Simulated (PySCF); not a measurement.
A TDDFT job, as run on `COB(OC)[SiH2][SiH3]`.

Method: TDDFT CAM-B3LYP/def2-SVPD, vertical, gas phase, core orbitals frozen in the response in PySCF 2.14.0, density-fitted response routines.

Input of the driver that calls PySCF (job settings, then Cartesian coordinates in Å):

```
{"job": {"kind": "uv", "xc": "CAM-B3LYP", "basis": "def2-SVPD", "nstates": 8, "ntriplets": 3}, "charge": 0, "multiplicity": 1}
C     -1.7857     2.0946     0.2597
O     -1.6751     0.6980     0.2009
B     -0.5042     0.0335     0.0042
O     -0.5334    -1.3178    -0.0291
C     -1.6957    -2.1052     0.1247
Si     1.3074     0.7705    -0.2474
Si     2.9985    -0.6995     0.3131
H     -1.6413     2.4380     1.2881
H     -2.7909     2.3654    -0.0680
H     -1.0472     2.5853    -0.3802
H     -1.6290    -2.6483     1.0700
H     -1.7354    -2.8218    -0.6980
H     -2.5922    -1.4852     0.1208
H      1.5184     1.2463    -1.6330
H      1.5243     2.0341     0.4966
H      2.5397    -2.0806     0.4865
H      4.0686    -0.7553    -0.6876
H      3.6645    -0.3456     1.5729
```

The self-consistent field part of the output:

```
coarse grid: 15504 points
cycle   1  E = -836.4699725806  dE =  6.159e-01  |g| = 7.606e-01  |ddm| = 6.129e+00
cycle   2  E = -836.4092484977  dE =  6.072e-02  |g| = 9.903e-01  |ddm| = 1.893e+00
cycle   3  E = -836.5845020884  dE = -1.753e-01  |g| = 4.173e-02  |ddm| = 9.261e-01
cycle   4  E = -836.5849738625  dE = -4.718e-04  |g| = 1.291e-02  |ddm| = 1.413e-01
cycle   5  E = -836.5850085011  dE = -3.464e-05  |g| = 7.703e-03  |ddm| = 3.813e-02
cycle   6  E = -836.5850199929  dE = -1.149e-05  |g| = 1.718e-03  |ddm| = 8.938e-03
cycle   7  E = -836.5850206478  dE = -6.549e-07  |g| = 5.376e-04  |ddm| = 3.593e-03
final grid: 138984 points
cycle   8  E = -836.7151640162  dE = -3.419e-05  |g| = 2.595e-03  |ddm| = 6.799e-02
cycle   9  E = -836.7151645918  dE = -5.756e-07  |g| = 2.234e-03  |ddm| = 1.012e-02
cycle  10  E = -836.7151656800  dE = -1.088e-06  |g| = 2.895e-04  |ddm| = 3.205e-03
cycle  11  E = -836.7151656894  dE = -9.445e-09  |g| = 2.169e-04  |ddm| = 6.027e-04
cycle  12  E = -836.7151656983  dE = -8.828e-09  |g| = 2.461e-05  |ddm| = 2.583e-04
cycle  13  E = -836.7151656984  dE = -1.526e-10  |g| = 1.028e-05  |ddm| = 5.003e-05
converged SCF energy = -836.7151656984
```

Task: What follows in the output?

Result: 
```
Static polarisability (au): isotropic 105.207, principal 85.434 108.007 122.180

Singlet excitations
state   eV       nm        f      main configurations
  1   6.2846    197.3   0.01109   H->L 0.88
  2   6.9915    177.3   0.02336   H-1->L 0.82
  3   7.3129    169.5   0.05664   H->L+2 0.32, H->L+3 0.26, H-2->L 0.14
  4   7.4152    167.2   0.05154   H-2->L 0.68, H->L+3 0.08
  5   7.5017    165.3   0.07150   H->L+1 0.74
  6   7.7594    159.8   0.06479   H->L+2 0.31, H->L+4 0.16, H-3->L 0.12
  7   7.8550    157.8   0.00590   H-2->L+1 0.42, H-4->L 0.15, H-1->L+1 0.10
  8   7.8761    157.4   0.00730   H-4->L 0.30, H-2->L+1 0.24

Triplet excitations (Tamm-Dancoff, eV): 5.5011 6.2016 6.4333
```

The SCF starts on a coarse grid; the energy jumps when the final grid takes over, and dE counts afresh there. The run used 242 basis functions and 13 SCF iterations for the ground state.

On an x86-64 server with one thread, on a shared host, this took 56 s.

Task: What frontier levels and dipole did the ground state of this run have?

Result: HOMO -9.27 eV, LUMO 0.54 eV, dipole 2.39 D.

Geometry: GFN2-xTB, one conformer, isolated molecule.
